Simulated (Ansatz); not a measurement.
The cluster Cu3Se⁺. Charge 1, multiplicity 3. Geometry r2SCAN-D4/def2-SVP; atoms count from 1.

```xyz
4

Cu    1.163   -0.742   -0.419
Cu    0.442    1.000    0.990
Cu   -0.981   -0.967    0.526
Se   -0.623    0.710   -1.097
```

At PBE0-D4/def2-TZVP a singlet of charge 1 lies 2.08 eV below the triplet, each at its own geometry. The structure comes from a short search, and lower isomers may exist.

Estimate the Mulliken populations from the PBE0/def2-TZVP orbitals of Ansatz.


```tsv
atom	charge (e)	spin (α − β)	d electrons
Cu1	0.31	0.45	9.76
Cu2	0.34	0.30	9.79
Cu3	0.34	0.30	9.79
Se4	0.01	0.95	–
```
Mulliken values and Mayer orders depend strongly on the basis.

Where does the spin sit?

Summed by element: Cu 1.05, Se 0.95, of 2 unpaired in all. Largest on single atoms: Se4 0.95, Cu1 0.45, Cu2 0.30.

And the Mayer bond orders between bonded heavy atoms (over 0.3)?

Cu1–Cu2 0.48 (2.35 Å); Cu1–Cu3 0.48 (2.35 Å); Cu1–Se4 0.68 (2.40 Å); Cu2–Cu3 0.34 (2.47 Å); Cu2–Se4 0.75 (2.36 Å); Cu3–Se4 0.75 (2.36 Å).
